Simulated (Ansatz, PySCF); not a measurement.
Bi(Cl)(Me)2 (C2H6BiCl), SMILES [Cl][Bi]([CH3])[CH3]. Atoms are numbered in the order given.

```xyz
10

Bi     0.0398     0.0697     0.3704
Cl    -0.6520    -1.8441    -1.1037
C      1.8833     0.5702    -0.8910
H      2.1624     1.6207    -0.7197
H      1.6116     0.4129    -1.9432
H      2.7139    -0.0926    -0.6127
C     -1.2358     1.5971    -0.7612
H     -2.2739     1.5492    -0.4053
H     -1.1898     1.3358    -1.8267
H     -0.8238     2.6039    -0.5948
```

Geometry optimised at B3LYP-D3(BJ)/def2-SVP. The structure was generated by enumeration; whether it is a known compound was not checked. The def2 effective core potentials stand for the cores of Bi; spin–orbit coupling is left out.

Two levels are set side by side: PBE-D3(BJ)/def2-SVP (Ansatz, a first-principles code) and B3LYP-D3(BJ)/def2-SVP (Ansatz). Each level has its own optimised geometry; the coordinates shown are those of the second. Frequencies come from the Hessian of PySCF at each geometry. Differences are taken from unrounded values.

| quantity | B3LYP-D3(BJ) |
|---|---|
| mean bond length (Å) | 1.521 |
| bond Bi1–Cl2 (Å) | 2.513 |
| bond Bi1–C3 (Å) | 2.289 |
| bond Bi1–C7 (Å) | 2.289 |
| bond C3–H4 (Å) | 1.100 |
| bond C3–H5 (Å) | 1.098 |
| bond C3–H6 (Å) | 1.098 |
| bond C7–H8 (Å) | 1.098 |
| bond C7–H9 (Å) | 1.098 |
| bond C7–H10 (Å) | 1.100 |
| highest harmonic wavenumber (cm⁻¹) | 3176 |
| mean harmonic wavenumber (cm⁻¹) | 1315 |
| zero-point energy (kcal/mol) | 45.12 |

Task: What does PBE-D3(BJ) give, and how far is it from B3LYP-D3(BJ)? (Estimate from the structure and the level; the computed values follow.)

Result: 
| quantity | PBE-D3(BJ) | PBE-D3(BJ) minus B3LYP-D3(BJ) |
|---|---|---|
| mean bond length (Å) | 1.526 | 0.006 |
| bond Bi1–Cl2 (Å) | 2.512 | -0.001 |
| bond Bi1–C3 (Å) | 2.293 | 0.004 |
| bond Bi1–C7 (Å) | 2.293 | 0.004 |
| bond C3–H4 (Å) | 1.108 | 0.008 |
| bond C3–H5 (Å) | 1.106 | 0.008 |
| bond C3–H6 (Å) | 1.106 | 0.008 |
| bond C7–H8 (Å) | 1.106 | 0.008 |
| bond C7–H9 (Å) | 1.106 | 0.008 |
| bond C7–H10 (Å) | 1.108 | 0.007 |
| highest harmonic wavenumber (cm⁻¹) | 3122 | -53 |
| mean harmonic wavenumber (cm⁻¹) | 1282 | -33 |
| zero-point energy (kcal/mol) | 43.97 | -1.15 |

GGA bonds tend to be longer and softer than those of functionals with exact exchange. Differences between two approximate levels are no errors against the true value.
